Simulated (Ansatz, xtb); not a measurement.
## Relative energy of two isomers of C5H7BO

Structure I is `Bc1ccoc1C`, a singlet and structure II is `Bc1occc1C`, a singlet. Both are isolated molecules in the gas phase, relaxed with B3LYP-D3(BJ)/def2-SVP; the shapes shown needn't be the lowest conformers.

I (Å):

```xyz
14

C    -2.4089   -0.2803   -0.6538
C    -2.0532    0.5346   -1.8045
C    -0.6997    0.5643   -1.8688
C    -1.1868   -0.6768   -0.1169
C    -0.8197   -1.5136    1.0531
B    -3.7909   -0.6360   -0.1312
O    -0.1679   -0.1746   -0.8395
H    -3.9214   -1.3317    0.8480
H    -4.7810   -0.2269   -0.6889
H    -2.7481    1.0256   -2.4825
H     0.0212    1.0298   -2.5349
H    -0.2082   -0.9386    1.7681
H    -1.7233   -1.8684    1.5631
H    -0.2213   -2.3845    0.7383
```

II (Å):

```xyz
14

C    -1.9898   -1.2779   -0.7929
C    -1.0677    0.0167   -2.3253
C    -1.0315    0.7449   -1.1600
C    -1.6249   -0.0833   -0.1652
C    -1.8163    0.2675    1.2750
B    -2.6520   -2.5416   -0.3007
O    -1.6266   -1.1760   -2.1339
H    -2.8649   -3.4542   -1.0573
H    -2.9674   -2.6306    0.8595
H    -0.7306    0.2410   -3.3361
H    -0.6298    1.7482   -1.0332
H    -2.4375    1.1725    1.3781
H    -2.3007   -0.5488    1.8262
H    -0.8486    0.4848    1.7565
```

Which of the two would you expect CCSD(T)/def2-SVP + ΔMP2/def2-TZVPP electronic energies to favour?

Too close to call at this level: CCSD(T)/def2-SVP + ΔMP2/def2-TZVPP gives E(II) − E(I) = +1.44 kJ/mol.

How the difference moves with the method:

```
                             level               geometry  E(II) − E(I) (kJ/mol)  departure from the last row (kJ/mol)  job, with rough time for the two
                          GFN2-xTB               GFN2-xTB                   −8.75                                −10.19              optimisation, 0.14 s
                         HF/STO-3G               GFN2-xTB                   +1.40                                 −0.04               single point, 0.5 s
                r2SCAN-D4/def2-SVP               GFN2-xTB                   −5.70                                 −7.14               single point, 5.9 s
             B3LYP-D3(BJ)/def2-SVP  B3LYP-D3(BJ)/def2-SVP                   −3.32                                 −4.76             optimisation, 3.1 min
                       HF/def2-SVP  B3LYP-D3(BJ)/def2-SVP                   +6.93                                 +5.49           part of the CCSD(T) run
                      MP2/def2-SVP  B3LYP-D3(BJ)/def2-SVP                   −0.79                                 −2.23           part of the CCSD(T) run
                  CCSD(T)/def2-SVP  B3LYP-D3(BJ)/def2-SVP                   +1.06                                 −0.38                      single point
CCSD(T)/def2-SVP + ΔMP2/def2-TZVPP  B3LYP-D3(BJ)/def2-SVP                   +1.44                                                     single point, 100 s
```

As drawn, both hold the same kinds of bond in the same numbers.

The largest departure from CCSD(T)/def2-SVP + ΔMP2/def2-TZVPP is that of GFN2-xTB, 10.19 kJ/mol. The last row adds to CCSD(T) the change of the MP2 difference between the two basis sets, here +0.38 kJ/mol.

With thermal terms from frequencies at re-optimised GFN2-xTB minima (ideal gas, soft modes damped towards free rotors, one conformer each, 298.15 K, 1 atm): the zero-point term adds +0.87 kJ/mol; ΔH is +1.96 and ΔG +2.63 kJ/mol.

The correlated steps freeze 7 core orbitals. Codes used: Ansatz 0.2.0, xtb 6.7.1; the last row on 2 threads of Arm Neoverse V1 on a shared host.
